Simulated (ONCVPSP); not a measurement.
# Which change was made? (Tl, ONCV)

Tl (Z = 81), optimised norm-conserving Vanderbilt (ONCV), made with ONCVPSP 4.0.1 (PBE, scalar-relativistic). Core [Kr] 4d10 4f14, reference 5s2 5p6 5d10 6s2 6p1. Waves: 5s+6s: rc 1.20 bohr, ncon 3, nbas 6, qcut 7.7 1/bohr, 2 projectors; 5p+6p: rc 1.65 bohr, ncon 4, nbas 8, qcut 7.9 1/bohr, 2 projectors; 5d: rc 2.10 bohr, ncon 4, nbas 8, qcut 6.5 1/bohr, 1 projector. Local part: polynomial inside 1.00 bohr (lpopt 5, dvloc0 3 Ha). Core correction: Teter function, fcfact 3.25, rcfact 1.75.

Cutoffs, loose and tight: the cutoffs (Ha) at which the residual kinetic energy of the hardest occupied pseudo-wave falls to 1 and 0.1 mHa per electron. They do not see the model core or the augmentation charge, which bear on the density cutoff. Test errors are all-electron minus pseudo excitation energies from the reference, over the configurations 5s2 5p6 5d10 6s2 6p0; 5s2 5p6 5d10 6s1 6p0; 5s2 5p6 5d10 6s0 6p0; 5s2 5p6 5d10 6s1 6p2; variants that change the core or the reference have their own tests. The largest error is taken over the tests solved by every variant that gives reliable tests at all, those not shown here included: 5s2 5p6 5d10 6s1 6p0; 5s2 5p6 5d10 6s1 6p2; 5s2 5p6 5d10 6s2 6p0.

The base gives: outcome: generated; cutoff, loose: 30 Ha; cutoff, tight: 77 Ha; bound ghosts: none; GHOST(+) flags above zero: s; largest test error (meV): -17.

(1) After one change the result is: outcome: generated; cutoff, loose: 29 Ha; cutoff, tight: 79 Ha; bound ghosts: s; GHOST(+) flags above zero: p; largest test error (meV): -124 over the solved tests; 2 of 4 tests not solved or not reliable. Which change was it?
A. s: rc 1.34
B. core [Xe] 4f14, valence charge 13; reference 5d10 6s2 6p1; waves now 6s: rc 1.65 bohr, ncon 3, nbas 8, qcut 3.1 1/bohr, 1 projector; 6p: rc 2.40 bohr, ncon 3, nbas 6, qcut 3.6 1/bohr, 2 projectors, debl 0.6 Ha; 5d: rc 1.90 bohr, ncon 4, nbas 9, qcut 7.8 1/bohr, 2 projectors, debl 3.9 Ha; local potential polynomial inside 1.25 bohr (lpopt 5, dvloc0 4 Ha)
C. s: qcut 7.2; p: qcut 7.4; d: qcut 6.1

Results:

(1) B. The others give: s: qcut 7.2; p: qcut 7.4; d: qcut 6.1 → outcome: generated; cutoff, loose: 40 Ha; cutoff, tight: 99 Ha; bound ghosts: none; GHOST(+) flags above zero: s; largest test error (meV): -18 | s: rc 1.34 → outcome: generated; cutoff, loose: 25 Ha; cutoff, tight: 32 Ha; bound ghosts: none; GHOST(+) flags above zero: s; largest test error (meV): -18.
